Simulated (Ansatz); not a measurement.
## Ansatz (development build ahead of 0.2.0) run

```yaml
crystal:
  periodic: [false, false, false]
  atoms:
    - { symbol: Be, position_ang: [1.48492, 0.0, 0.0] }
    - { symbol: Be, position_ang: [0.0, 1.48492, 0.0] }
    - { symbol: Be, position_ang: [-1.48492, 0.0, 0.0] }
    - { symbol: Be, position_ang: [0.0, -1.48492, 0.0] }
basis:
  gaussian: { orbitals: "6-31G" }
hamiltonian:
  xc: hf
output:
  forces: true
```

The input is written out in the form of the current development build from the run's settings.

Results

| Property | Result |
| --- | --- |
| Converged | yes |
| Total energy | -58.29845 hartree |

Forces (eV/Å):
```json
{"atom": "Be1", "Fx": "0.263", "Fy": "0.000", "Fz": "0.000"}
{"atom": "Be2", "Fx": "0.000", "Fy": "0.263", "Fz": "0.000"}
{"atom": "Be3", "Fx": "-0.263", "Fy": "0.000", "Fz": "0.000"}
{"atom": "Be4", "Fx": "0.000", "Fy": "-0.263", "Fz": "0.000"}
```
